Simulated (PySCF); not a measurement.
Job file and geometry (Å, from GFN2-xTB) of an NMR shielding run on `InChI=1S/C4H13FSSi2/c1-2-8(3-5)6-4-7/h8H,2-4H2,1,7H3/t8-/m1/s1`, GIAO PBE0/pcSseg-1 NMR shielding, non-relativistic, gas phase (PySCF 2.14.0, density-fitted response routines); density fitting, a coarse starting grid and PySCF grid level 2 are the driver's defaults:

```
$ OMP_NUM_THREADS=1 python probes_run.py task.json out

{"job": {"kind": "nmr", "xc": "PBE0", "basis": "pcSseg-1"}, "charge": 0, "multiplicity": 1}
C     -2.025220    -1.570818    -0.120592
C     -1.750982    -0.313574     0.705316
Si    -0.662995     0.964336    -0.201479
C     -1.470245     1.494398    -1.851434
F     -2.757383     1.933718    -1.619138
S      1.231670     0.132002    -0.778144
C      1.860518    -0.329616     0.878729
Si     3.619841    -1.045276     0.718245
H     -2.604986    -2.288233     0.457180
H     -2.589895    -1.324091    -1.016306
H     -1.094856    -2.047597    -0.424274
H     -2.700023     0.152159     0.973969
H     -1.272674    -0.598178     1.645274
H     -0.417570     2.137393     0.643548
H     -0.939497     2.321977    -2.325743
H     -1.544558     0.676723    -2.571811
H      1.169815    -1.054755     1.301995
H      1.841661     0.564601     1.497432
H      4.483915    -0.032743     0.118318
H      3.553998    -2.246969    -0.109088
H      4.060546    -1.373772     2.077532
```

Q: Write the output of this run.

A: 
```
coarse grid: 18368 points
cycle   1  E = -1236.4228649315  dE =  3.969e-01  |g| = 5.509e-01  |ddm| = 3.996e+00
cycle   2  E = -1236.3950613132  dE =  2.780e-02  |g| = 7.032e-01  |ddm| = 9.859e-01
cycle   3  E = -1236.4859878652  dE = -9.093e-02  |g| = 7.011e-02  |ddm| = 5.413e-01
cycle   4  E = -1236.4867823478  dE = -7.945e-04  |g| = 3.071e-02  |ddm| = 8.679e-02
cycle   5  E = -1236.4869846227  dE = -2.023e-04  |g| = 5.882e-03  |ddm| = 3.222e-02
cycle   6  E = -1236.4869921478  dE = -7.525e-06  |g| = 1.817e-03  |ddm| = 7.168e-03
final grid: 161872 points
cycle   7  E = -1236.5426500190  dE = -3.894e-05  |g| = 1.018e-02  |ddm| = 2.894e-02
cycle   8  E = -1236.5426344643  dE =  1.555e-05  |g| = 1.299e-02  |ddm| = 2.021e-02
cycle   9  E = -1236.5426751517  dE = -4.069e-05  |g| = 7.372e-04  |ddm| = 1.161e-02
cycle  10  E = -1236.5426752438  dE = -9.216e-08  |g| = 2.609e-04  |ddm| = 8.263e-04
cycle  11  E = -1236.5426752567  dE = -1.286e-08  |g| = 4.976e-05  |ddm| = 2.338e-04
cycle  12  E = -1236.5426752572  dE = -5.130e-10  |g| = 1.960e-05  |ddm| = 7.318e-05
converged SCF energy = -1236.5426752572

GIAO shielding tensors (ppm)
atom      isotropic    diamagn.    paramagn.     s11        s22        s33       span
  0 C      179.322     247.666     -68.344    174.007    176.126    187.833     13.826
  1 C      181.998     255.209     -73.211    170.876    176.988    198.129     27.253
  2 Si     349.795     881.634    -531.839    291.563    378.364    379.459     87.895
  3 C      111.244     250.798    -139.554     60.592     84.079    189.060    128.468
  4 F      478.120     471.220       6.901    427.581    490.072    516.708     89.127
  5 S      711.068    1062.348    -351.280    597.815    612.139    923.248    325.433
  6 C      179.690     258.360     -78.671    168.213    174.809    196.047     27.834
  7 Si     417.172     879.084    -461.912    387.672    401.611    462.232     74.560
  8 H       30.435      28.681       1.754     25.316     27.397     38.591     13.275
  9 H       30.700      30.409       0.291     25.528     29.310     37.262     11.734
 10 H       30.432      32.075      -1.642     24.643     31.100     35.553     10.910
 11 H       30.662      31.114      -0.453     26.281     27.961     37.743     11.462
 12 H       30.691      33.933      -3.242     26.504     29.149     36.420      9.916
 13 H       26.624      30.720      -4.096     22.610     24.909     32.351      9.741
 14 H       26.708      29.858      -3.150     21.702     28.104     30.316      8.614
 15 H       26.764      31.265      -4.502     22.537     28.097     29.657      7.119
 16 H       30.053      34.922      -4.869     22.373     31.354     36.431     14.058
 17 H       30.167      33.253      -3.086     23.893     29.189     37.419     13.526
 18 H       27.757      28.247      -0.490     23.900     26.277     33.093      9.192
 19 H       27.752      28.385      -0.633     23.889     26.555     32.811      8.922
 20 H       27.532      27.612      -0.080     23.654     25.132     33.811     10.157
```

Q: Turn these shieldings into chemical shifts. Chemical shifts δ = σref − σ; TMS for 13C (σ = 186.93 ppm) and 29Si (σ = 349.16 ppm) and 1H (σ = 31.72 ppm); 19F (σ = 170.95 ppm) against CFCl3; 33S (σ = 503.73 ppm) vs CS2, all at this level.

A: Averaging equivalent atoms: C 3: 75.7; C 0: 7.6; C 6: 7.2; C 1: 4.9; Si 2: -0.6; Si 7: -68.0; F 4: -307.2; S 5: -207; H 13: 5.09; H 14: 5.01; H 15: 4.95; H 18/19/20: 4.04; H 16: 1.66; H 17: 1.55; H 8/9/10: 1.19; H 11: 1.06; H 12: 1.03 ppm. Unscaled 19F shifts against computed CFCl3 carry errors that often reach 10 to 50 ppm.

Size and cost of the density-fitted run: 222 basis functions, 34 s wall time on 1 thread of an Arm Neoverse V2, shared host; peak memory 1 GiB.
